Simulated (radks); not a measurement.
The nuclear charge of the titanium ion Ti+ is varied continuously with 21 electrons held in [Ar] 3d2 4s1. Method: non-relativistic Kohn-Sham, BLYP, spin-unpolarised, spherical densities, point nucleus; computed with a radial shooting solver on a logarithmic mesh with Libxc functionals. By the Hellmann-Feynman theorem dE/dZ = E(electron-nucleus)/Z, the electronic potential at the nucleus.

| Z | E (hartree) | E(electron-nucleus)/Z (hartree) | HOMO | e(HOMO) (eV) | <r> HOMO (bohr) |
|---|---|---|---|---|---|
| 21.5 | -804.16519 | -88.5069 | 3d | -5.566 | 1.793 |
| 21.75 | -826.45777 | -89.8328 | 4s | -8.293 | 3.361 |
| 22 | -849.08114 | -91.1535 | 4s | -10.305 | 3.198 |
| 22.25 | -872.03420 | -92.4704 | 4s | -12.476 | 3.052 |
| 22.5 | -895.31610 | -93.7843 | 4s | -14.797 | 2.921 |
| 22.75 | -918.92617 | -95.0959 | 4s | -17.261 | 2.804 |
| 23 | -942.86389 | -96.4056 | 4s | -19.861 | 2.697 |

The central difference of E at Z = 22 is -91.153 hartree, to compare with the third column; the second derivative is -5.27 hartree.
